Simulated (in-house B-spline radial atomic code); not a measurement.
**OLYP excitations of N VI (N5+)**

Method: OLYP. Computed with an all-electron radial atomic-structure program (B-spline basis): linear response of the closed shell 1s2 with the functional's adiabatic kernel; scalar-relativistic (spin-free one-electron X2C), finite nucleus, no spin-orbit coupling, no double excitations, S, P, D and F terms only.

Command:
```bash
python run_td.py task.json out
```
Settings (radii: box in bohr, nucleus in fm):
```
Z                        7
electrons                2
configuration            1s2
hamiltonian              x2c
method                   optx,lyp
box_radius               16.35
rms_radius               2.5582
intervals                73
```

Cost of the run: 0.3 s on 1 thread of Arm Neoverse N1, with other jobs on the host.

The lowest states, in the order of their Tamm-Dancoff energies; the method's threshold (minus the highest occupied level) is 511.96 eV. Labels give the largest channel, * marks a mixed state, and oscillator strengths are full-response dipole values. Semilocal kernels can invert the small singlet-triplet splittings of Rydberg terms. Energies in eV:

```tsv
state	full response	Tamm-Dancoff	oscillator strength
1s → 2s 3S	398.14	398.17	-
1s → 2p 3P	406.47	406.52	-
1s → 2s 1S	407.76	407.91	-
1s → 2p 1P	?	?	?
1s → 3s 3S	468.17	468.18	-
1s → 3s 1S	470.03	470.06	-
1s → 3p 3P	470.67	470.68	-
1s → 3d 3D	?	?	-
1s → 3d 1D	472.00	472.00	-
1s → 3p 1P	472.04	472.04	0.115
1s → 4s 3S	488.35	488.35	-
1s → 4s 1S	489.07	489.08	-
1s → 4p 3P	489.33	489.33	-
1s → 4d 3D	489.43	489.43	-
1s → 4d 1D	489.80	489.80	-
1s → 4p 1P	489.87	489.87	0.045
```

(1) Where does 1s → 3d 3D lie?

(2) Where does 1s → 2p 1P lie?

(3) How large is the singlet-triplet splitting of 1s → 2s (S terms) in Tamm-Dancoff?

(4) What polarisabilities and dispersion coefficient does the method give?

## Answers

(1) At 471.16 eV in full response, 471.16 eV in Tamm-Dancoff.

(2) At 414.11 eV in full response, 414.16 eV in Tamm-Dancoff, oscillator strength 0.578.

(3) 9.74 eV, from the unrounded values.

(4) Dipole 0.004774 bohr³, quadrupole 0.0004101 bohr⁵, C6 0.0003115 hartree·bohr⁶ for two such species.
